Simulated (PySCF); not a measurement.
CdHI. Atoms are numbered in the order given.

```xyz
3

Cd     0.0000     0.0000    -1.3344
H      0.0000     0.0000    -2.9978
I      0.0000     0.0000     1.2651
```

Geometry optimised at PBE0-D3(BJ)/def2-TZVP. The def2 effective core potentials stand for the cores of Cd, I; spin–orbit coupling is left out.

Calculation: PBE0/def2-TZVPD run with PySCF.

Gas-phase values at a fixed geometry.

Problem. Estimate the frontier levels, gap, dipole moment and polarisability. (Estimate from the structure and the level; the computed values follow.)

Solution. 
highest occupied level: -7.51 eV
lowest empty level: -1.10 eV
orbital gap: 6.41 eV
dipole moment: 1.75 D
quadrupole, principal values (traceless, Buckingham form, about the centre of nuclear charge): -3.35, 1.67, 1.67 D·Å
mean static polarisability: 69.9 bohr³ (10.36 Å³)
polarisability, principal values: 56.5, 56.5, 96.8 bohr³
